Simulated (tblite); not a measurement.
Compound: C8H9O (doublet state).
Atom-mapped SMILES: `[CH3:1][C:2](=[O:3])[C:4]1=[CH:5][CH:6][CH:7]=[CH:8][CH2:9]1` (hydrogens: H10, H11, H12 on C1; H13 on C5; H14 on C6; H15 on C7; H16 on C8; H17, H18 on C9)

Structure used (GFN2-xTB), in Å, numbered top down from 1:
```xyz
18
C8H9O angstrom
C     -2.5961   -0.2956    0.9261
C     -1.7532    0.3212   -0.1696
O     -2.2671    0.9725   -1.0698
C     -0.3133    0.1178   -0.1234
C      0.3429   -0.6031    0.8569
C      1.7177   -0.7615    0.8481
C      2.5015   -0.1833   -0.1767
C      1.9268    0.5337   -1.1663
C      0.4634    0.7526   -1.2346
H     -3.6398   -0.0513    0.7461
H     -2.4789   -1.3771    0.9307
H     -2.3006    0.0956    1.8971
H     -0.2225   -1.0589    1.6559
H      2.1999   -1.3302    1.6276
H      3.5720   -0.3258   -0.1536
H      2.5226    0.9772   -1.9507
H      0.0725    0.3917   -2.1982
H      0.2432    1.8309   -1.2573
```

All values are computed: GFN2-xTB (tblite) harmonic vibrations without scaling, gas phase. This tight-binding method is rough: wavenumbers can miss measured ones by several per cent, in bad cases by 10 to 20. One conformer, not necessarily the lowest. Open shells enter through the occupations alone, without spin polarisation, and single modes of such species can be off by tens of per cent.

Harmonic wavenumbers (cm⁻¹): 68.0, 87.1, 177.3, 200.4, 217.8, 346.5, 359.7, 455.2, 491.7, 546.3, 569.8, 571.1, 703.3, 730.2, 801.0, 870.9, 907.9, 920.9, 926.8, 962.6, 985.2, 1014.0, 1055.2, 1072.3, 1094.6, 1177.5, 1180.5, 1261.4, 1282.4, 1349.1, 1364.2, 1368.6, 1398.0, 1404.1, 1465.6, 1473.0, 1488.1, 1599.4, 1651.3, 2833.8, 2890.6, 3024.8, 3026.8, 3056.0, 3072.9, 3084.4, 3088.3, 3101.8.

A = 3539, B = 1215, C = 914.6 MHz; mass 121.065 u (most abundant isotopes); point group Cs, symmetry number 1; spin multiplicity 2.

Task: What is the zero-point energy?

Result: ½Σν̃ = 31389 cm⁻¹ = 375.50 kJ/mol.

Task: Give the ideal-gas entropy at 400 K and 1 bar in the rigid-rotor, harmonic-oscillator model (classical rotation).

Result: Translation 174.78, rotation 124.14, vibration 130.09, spin (R ln 2) 5.76: S = 434.8 J/(mol K).

Task: And Cp and H(400 K) − H(0)?

Result: Cp = 186.63 J/(mol K), of which vibrations give 153.37 (their classical limit is 48 R = 399.1); H(400 K) − H(0) = 42.10 kJ/mol without the zero-point energy, 28.79 from vibrations.

Task: Which modes carry the vibrational entropy at 400 K?

Result: 68.0 cm⁻¹: 20.04; 87.1 cm⁻¹: 18.00; 177.3 cm⁻¹: 12.19; 200.4 cm⁻¹: 11.21; 217.8 cm⁻¹: 10.55; 346.5 cm⁻¹: 7.00 J/(mol K); the other 42 give 51.09 together.

Task: Blend soft modes into free rotors: weight 1/[1 + (100 cm⁻¹/ν̃)⁴] for the oscillator and the rest for a rotor with moment μB/(μ + B), μ = h/(8π²ν), B = 10⁻⁴⁴ kg m². What vibrational entropy results?

Result: 122.87 J/(mol K) in place of 130.09, which changes −T·S at 400 K by +2.89 kJ/mol.

Task: What must be added to the electronic energy to get the Gibbs energy at 400 K and 1 bar?

Result: ZPE + [H(400 K) − H(0)] − T·S = 375.50 + 42.10 − 173.91 = 243.69 kJ/mol.

Task: How do the functions run with temperature in this model?

Result: 
```
 T (K)  S (J/(mol K))  Cp (J/(mol K))  H − H(0) (kJ/mol)  G − H(0) (kJ/mol)  ln q(vib)
   150          311.1            83.5               8.47             -38.20       1.90
   250          362.8           123.5              18.77             -71.94       3.85
298.15          386.4           144.2              25.21             -89.98       4.83
   600          523.6           251.9              86.38            -227.81      11.40
   900          638.4           312.7             171.89            -402.66      17.92
```

q(vib) and H(0) count from the zero-point level.

Hindered rotation and anharmonicity are outside this model. Other conformers, if any are populated, would add a mixing term that is left out.
